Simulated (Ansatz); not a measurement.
A nudged elastic band was laid between two geometries of C$_{2}$H$_{7}$BOSi (12 atoms, charge 0, multiplicity 1).

Theory: RKS B3LYP-D4/def2-SVP in Ansatz 0.2.0.

```json
{
  "movable images": "9",
  "climbing image": "yes",
  "spring": "5.0 eV/Å²",
  "optimiser": "quadratic models (default)",
  "start path": "IDPP",
  "force threshold": "0.05 eV/Å",
  "iteration limit": "10",
  "end points": "relaxed"
}
```

Image 0:

```xyz
12
Properties=species:S:1:pos:R:3
O -1.321 0.299 1.532
C -0.105 0.264 0.813
C 0.195 -1.148 0.261
B 0.906 -0.827 -1.102
Si 0.103 1.036 -0.970
H -1.507 1.215 1.773
H 0.751 0.579 1.448
H -0.773 -1.548 -0.134
H 0.562 -1.908 0.973
H 1.603 -1.527 -1.787
H -1.213 1.199 -1.663
H 0.876 2.310 -1.111
```

Image 10:

```xyz
12
Properties=species:S:1:pos:R:3
O -1.093 0.534 1.748
C -0.011 0.301 0.879
C 0.131 -1.121 0.254
B 0.873 -0.786 -1.094
Si 0.209 1.124 -0.873
H -1.904 0.551 1.224
H 0.900 0.504 1.469
H -0.867 -1.434 -0.142
H 0.455 -1.937 0.923
H 1.525 -1.497 -1.811
H -1.135 1.320 -1.509
H 0.994 2.385 -1.033
```

Problem. What changes between the two ends?

Solution. No bond is made or broken. The dihedral H6–O1–C2–Si5 goes from -68 to 42°.

Problem. What energy profile does the band end with?

Solution. The run converged. The highest image is number 5 of 0 to 10, 0.035 eV above the first end and 0.041 eV above the last; the last end lies 0.006 eV below the first. Another band between the same ends (9 images) ends at a top of the same energy, where a vibrational analysis finds 1 clearly imaginary mode.

| image | path coordinate (Å) | energy (eV) | dihedral H6–O1–C2–Si5 (°) |
| --- | --- | --- | --- |
| 0 | 0.00 | 0.000 | -68 |
| 1 | 0.13 | 0.003 | -60 |
| 2 | 0.26 | 0.011 | -49 |
| 3 | 0.39 | 0.022 | -38 |
| 4 | 0.53 | 0.032 | -25 |
| 5 | 0.66 | 0.035 | -12 |
| 6 | 0.78 | 0.030 | 0 |
| 7 | 0.91 | 0.018 | 13 |
| 8 | 1.04 | 0.006 | 24 |
| 9 | 1.17 | -0.003 | 34 |
| 10 | 1.30 | -0.006 | 42 |

Problem. What is the geometry of the highest image?

Solution. 
```xyz
12
Properties=species:S:1:pos:R:3
O -1.179 0.362 1.693
C -0.040 0.246 0.866
C 0.171 -1.162 0.241
B 0.879 -0.806 -1.114
Si 0.152 1.078 -0.880
H -1.751 1.058 1.353
H 0.867 0.490 1.457
H -0.822 -1.507 -0.141
H 0.528 -1.965 0.909
H 1.540 -1.489 -1.850
H -1.194 1.287 -1.507
H 0.925 2.353 -0.993
```

Run time: 2.1 min on 2 threads of Arm Neoverse V2, with other jobs on the host, peak memory 0.24 GiB.
